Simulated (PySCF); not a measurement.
A TDDFT job was run through a driver script with this input:

```
{"job": {"kind": "uv", "xc": "PBE0", "basis": "def2-SVPD", "ip": true}, "charge": 0, "multiplicity": 1}
N      2.486258     0.692546    -1.734042
C      2.018496     0.555104    -0.683800
C      1.399952     0.374270     0.631776
C      0.321221     1.443674     0.875880
C     -0.883991     1.247062    -0.036098
C     -1.462701    -0.158309     0.096530
C     -0.401934    -1.226455    -0.151712
C      0.804907    -1.038610     0.759937
H      2.206888     0.496882     1.373587
H      0.009557     1.360054     1.931144
H      0.752082     2.448731     0.749203
H     -1.650711     2.004236     0.191858
H     -0.577265     1.421384    -1.082564
H     -1.876066    -0.286357     1.113723
H     -2.306809    -0.290407    -0.598641
H     -0.070564    -1.178397    -1.204056
H     -0.825015    -2.232942    -0.006338
H      1.578688    -1.793143     0.550843
H      0.503107    -1.173022     1.812822
```

Its output, with some lines taken out ([cut]) and without the SCF cycles:

```
converged SCF energy = -327.5048764373

[cut]

Singlet excitations
state   eV       nm        f      main configurations
  1   7.6154    162.8   0.00003   H-1->L 0.26, H->L+2 0.17, H-1->L+1 0.14
  2   7.9050    156.8   0.00295   H->L 0.45, H-1->L+2 0.19, H->L+1 0.10
  3   7.9143    156.7   0.00276   H->L+2 0.39, H-1->L 0.26, H-4->L+2 0.12
[cut]
  5   8.2406    150.5   0.00043   H-1->L 0.45, H-1->L+1 0.23, H-3->L 0.14
  6   8.4844    146.1   0.02765   H-2->L 0.80, H->L+1 0.14
  7   8.6205    143.8   0.00387   H-1->L+1 0.47, H-3->L 0.40
  8   8.6655    143.1   0.00267   H->L+1 0.44, H-1->L+2 0.21, H-4->L 0.10
[cut]
[cut]

Triplet excitations (Tamm-Dancoff, eV): 6.2479 6.8280 6.8295 7.6322
[cut]
```

Method used: TDDFT PBE0/def2-SVPD, vertical, gas phase, core orbitals frozen in the response (PySCF 2.14.0, density-fitted response routines). Isolated species at its PBE0-D3(BJ)/def2-SVP geometry (one conformer only).

**Question.** What stood in the cut lines?

**Answer.** 
```
Static polarisability (au): isotropic 82.101, principal 77.416 79.129 89.760
  4   8.2165    150.9   0.00774   H->L 0.48, H->L+1 0.19, H-1->L+2 0.09
  9   8.8059    140.8   0.02377   H-1->L+2 0.32, H-4->L 0.26, H-3->L+2 0.18
 10   8.8452    140.2   0.02134   H-1->L+3 0.36, H-3->L+1 0.27, H-3->L 0.15
Vertical ionisation energy (delta-SCF) = 10.6669 eV
```

**Question.** How much of the mean polarisability do the listed states account for?

**Answer.** The sum over states Σ f/ΔE² (ΔE in hartree) gives 0.94 au, 1% of the total; the rest comes from higher roots of the same response equations.

**Question.** What share of the summed oscillator strength falls to the strongest level in this window?

**Answer.** State 6 at 146 nm: 0.0277 of 0.0932, or 30%.

**Question.** Which orbital energies lie behind H and L?

**Answer.** HOMO -8.84 eV and LUMO 0.32 eV, a gap of 9.16 eV; state 1 differs from that by -1.54 eV.

**Question.** Which species is it?

**Answer.** `N#CC1CCCCC1` (C7H11N), point group Cs.

H and L stand for HOMO and LUMO.
